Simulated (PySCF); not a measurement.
**SeBr: energy against distance**

Set-up: basis Se cc-pVDZ-PP with ECP10, Br cc-pVDZ-PP with ECP10; scalar-relativistic core potentials; PySCF 2.14. Energies in eV from Se + Br in their ground configurations at the same level. State: ²Π (doublet), unpaired electrons π ↑.

All columns are r²SCAN. A positive dipole means Se(−)Br(+).

```json
{"R (Å)": "1.967", "E (eV)": "-1.212", "μ (D)": "0.63", "Mulliken charge on Se (basis-dependent)": "-0.05", "HOMO (eV)": "-5.01", "LUMO (eV)": "-4.57", "Mayer bond order": "1.37", "⟨S²⟩": "0.75"}
{"R (Å)": "2.058", "E (eV)": "-1.946", "μ (D)": "0.38", "Mulliken charge on Se (basis-dependent)": "-0.02", "HOMO (eV)": "-5.22", "LUMO (eV)": "-4.77", "Mayer bond order": "1.33", "⟨S²⟩": "0.75"}
{"R (Å)": "2.150", "E (eV)": "-2.341", "μ (D)": "0.13", "Mulliken charge on Se (basis-dependent)": "0.01", "HOMO (eV)": "-5.42", "LUMO (eV)": "-4.94", "Mayer bond order": "1.29", "⟨S²⟩": "0.75"}
{"R (Å)": "2.218", "E (eV)": "-2.480", "μ (D)": "-0.06", "Mulliken charge on Se (basis-dependent)": "0.03", "HOMO (eV)": "-5.56", "LUMO (eV)": "-5.06", "Mayer bond order": "1.27", "⟨S²⟩": "0.75"}
{"R (Å)": "2.287", "E (eV)": "-2.522", "μ (D)": "-0.25", "Mulliken charge on Se (basis-dependent)": "0.04", "HOMO (eV)": "-5.69", "LUMO (eV)": "-5.17", "Mayer bond order": "1.25", "⟨S²⟩": "0.75"}
{"R (Å)": "2.356", "E (eV)": "-2.492", "μ (D)": "-0.44", "Mulliken charge on Se (basis-dependent)": "0.06", "HOMO (eV)": "-5.81", "LUMO (eV)": "-5.27", "Mayer bond order": "1.22", "⟨S²⟩": "0.75"}
{"R (Å)": "2.447", "E (eV)": "-2.371", "μ (D)": "-0.68", "Mulliken charge on Se (basis-dependent)": "0.08", "HOMO (eV)": "-5.96", "LUMO (eV)": "-5.39", "Mayer bond order": "1.20", "⟨S²⟩": "0.75"}
{"R (Å)": "2.561", "E (eV)": "-2.139", "μ (D)": "-0.96", "Mulliken charge on Se (basis-dependent)": "0.09", "HOMO (eV)": "-6.12", "LUMO (eV)": "-5.52", "Mayer bond order": "1.16", "⟨S²⟩": "0.75"}
{"R (Å)": "2.699", "E (eV)": "-1.798", "μ (D)": "-1.27", "Mulliken charge on Se (basis-dependent)": "0.11", "HOMO (eV)": "-6.29", "LUMO (eV)": "-5.64", "Mayer bond order": "1.12", "⟨S²⟩": "0.76"}
{"R (Å)": "2.882", "E (eV)": "-1.319", "μ (D)": "-1.61", "Mulliken charge on Se (basis-dependent)": "0.13", "HOMO (eV)": "-6.45", "LUMO (eV)": "-6.02", "Mayer bond order": "1.06", "⟨S²⟩": "0.78"}
```

A fit through these points gives, at Re = 2.289 Å, μ = -0.26 D and dμ/dR = -2.73 D/Å; the reduced mass is 39.71 u.

Q: How strong is the fundamental in the double-harmonic approximation, I = 42.26·(dμ/dR)²/μred km/mol?

A: I = 42.26·(-2.73)²/39.71 = 7.93 km/mol at r²SCAN.

Spin–orbit coupling is left out. The state is the lowest determinant that a PBE0 search found; another state may lie lower at other levels.
